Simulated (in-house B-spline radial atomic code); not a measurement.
Results of a calculation; reference values are marked as such.
Extrapolating the RPA correlation energy in partial waves: Mg9+

All-electron RPA on PBE orbitals from a B-spline radial code for spherical atoms, non-relativistic, point nucleus, configuration [He] 2s1, highest spin. With empty states up to angular momentum L the sums are:

| L | E_c(L) (hartree) |
| --- | --- |
| 2 | -0.177396 |
| 3 | -0.180609 |
| 4 | -0.181810 |
| 5 | -0.182354 |
| 6 | -0.182633 |
| 7 | -0.182789 |

For large l each further wave adds A/(l + 1/2)⁴, because the basis must build the cusp where two electrons meet.

Question: Estimate the limit from L = 6 and L = 7.

Answer: Wave 7 adds -0.000156, against a sum of (l + 1/2)⁻⁴ of 3.16049e-04, so A = -0.49359. The sum over l > 7 is ζ(4, 8.5) = 6.4602e-04, close to 1/(3 × 8³) = 6.5104e-04. The tail is -0.000319 and the limit -0.18311 hartree.

Question: How good is the estimate?

Answer: A run to L = 11 sums to -0.18300 and extrapolates to -0.18308 hartree, 0.00 millihartree from the run before. The estimate differs from that by -0.03 millihartree, while the bare sum at L = 7 misses 0.3 millihartree (0.2 %).
